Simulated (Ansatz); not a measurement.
Relaxation of BF₂H₄P (8 atoms, charge 0, multiplicity 1), to a largest force component of 0.03 eV/Å in at most 50 steps.

Theory: RKS PBE0/def2-SVP in Ansatz.

```xyz
8
Properties=species:S:1:pos:R:3:forces:R:3
B 0.011 0.182 0.051 -0.03 0.14 -0.10
H -0.068 0.486 1.203 0.00 0.37 0.02
F 1.177 0.112 -0.556 0.04 0.03 -0.03
F -1.073 -0.008 -0.672 -0.02 0.02 -0.04
P 0.159 -2.731 1.153 0.05 -0.38 0.06
H -0.646 -2.640 -0.021 0.00 0.01 0.01
H 1.373 -2.461 0.454 -0.01 -0.01 -0.01
H -0.034 -1.363 1.501 -0.03 -0.17 0.09
```

Question: Where does it end, and by what steps?

Answer: It converged. The force dipped under the threshold on the way, but the program's further checks kept it going. After 15 steps the energy has fallen by 0.160 eV; H8 moved furthest, 0.90 Å.

```json
{"step": "0", "energy less start (eV)": "0.0000", "largest force component (eV/Å)": "0.385", "accepted": "yes"}
{"step": "1", "energy less start (eV)": "-0.0963", "largest force component (eV/Å)": "0.164", "accepted": "yes"}
{"step": "2", "energy less start (eV)": "-0.0942", "largest force component (eV/Å)": "1.040", "accepted": "no"}
{"step": "3", "energy less start (eV)": "-0.1229", "largest force component (eV/Å)": "0.124", "accepted": "yes"}
{"step": "4", "energy less start (eV)": "-0.1359", "largest force component (eV/Å)": "0.172", "accepted": "yes"}
{"step": "5", "energy less start (eV)": "-0.1495", "largest force component (eV/Å)": "0.092", "accepted": "yes"}
{"step": "6", "energy less start (eV)": "-0.1549", "largest force component (eV/Å)": "0.034", "accepted": "yes"}
{"step": "7", "energy less start (eV)": "-0.1557", "largest force component (eV/Å)": "0.025", "accepted": "yes"}
{"step": "8", "energy less start (eV)": "-0.1536", "largest force component (eV/Å)": "0.402", "accepted": "no"}
{"step": "9", "energy less start (eV)": "-0.1577", "largest force component (eV/Å)": "0.058", "accepted": "yes"}
{"step": "10", "energy less start (eV)": "-0.1430", "largest force component (eV/Å)": "0.582", "accepted": "no"}
{"step": "11", "energy less start (eV)": "-0.1586", "largest force component (eV/Å)": "0.013", "accepted": "yes"}
{"step": "12", "energy less start (eV)": "-0.1592", "largest force component (eV/Å)": "0.035", "accepted": "yes"}
{"step": "13", "energy less start (eV)": "-0.1594", "largest force component (eV/Å)": "0.061", "accepted": "yes"}
{"step": "14", "energy less start (eV)": "-0.1595", "largest force component (eV/Å)": "0.056", "accepted": "yes"}
{"step": "15", "energy less start (eV)": "-0.1597", "largest force component (eV/Å)": "0.019", "accepted": "yes"}
```

```xyz
8
Properties=species:S:1:pos:R:3
B 0.028 0.448 -0.113
H -0.107 0.855 1.009
F 1.220 0.333 -0.653
F -1.013 0.127 -0.847
P 0.242 -3.109 1.072
H -0.737 -2.627 0.152
H 1.299 -2.366 0.463
H -0.036 -2.085 2.030
```

The run took 23 s on 1 thread of AMD EPYC 9R45 96-Core Processor (Zen 5), on a shared host, peak memory 0.16 GiB.
